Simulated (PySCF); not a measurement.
## Correlation energy of Tl⁷⁰⁺ (thallium, charge +70)

Starting occupation: [Ne] 3s1, 3s1/2 with m_j = +1/2. All numbers are calculated (PySCF 2.14, X2C-1e with screened-nucleus spin-orbit coupling, Gaussian nucleus, in an even-tempered Gaussian basis (17 s from 25 bohr⁻², ratio 2.4; 14 p from 33 bohr⁻², ratio 2.4; 4 d from 100 bohr⁻², ratio 2.6; 4 f from 160 bohr⁻², ratio 2.6)). Frozen: 1s2; 9 electrons correlated; the 46 highest virtual spinors left out.

MP2 pair energies summed by pair of shells (mhartree):

| pair | energy | share (%) |
| --- | --- | --- |
| 2p1/2-2p3/2 | -108.37 | 29.6 |
| 2p3/2-2p3/2 | -101.19 | 27.6 |
| 2p3/2-2s1/2 | -49.45 | 13.5 |
| 2p1/2-2s1/2 | -27.37 | 7.5 |
| 2p1/2-2p1/2 | -25.72 | 7.0 |
| 2p3/2-3s1/2 | -25.01 | 6.8 |
| 2s1/2-2s1/2 | -13.22 | 3.6 |
| 2p1/2-3s1/2 | -10.34 | 2.8 |
| 2s1/2-3s1/2 | -5.77 | 1.6 |

Total MP2 correlation energy: -366.44 mhartree.

At this charge the one-electron X2C treatment keeps the bare 1/r₁₂, with no two-electron picture change or Breit term. The effect here is smaller than on the frozen 1s shell.
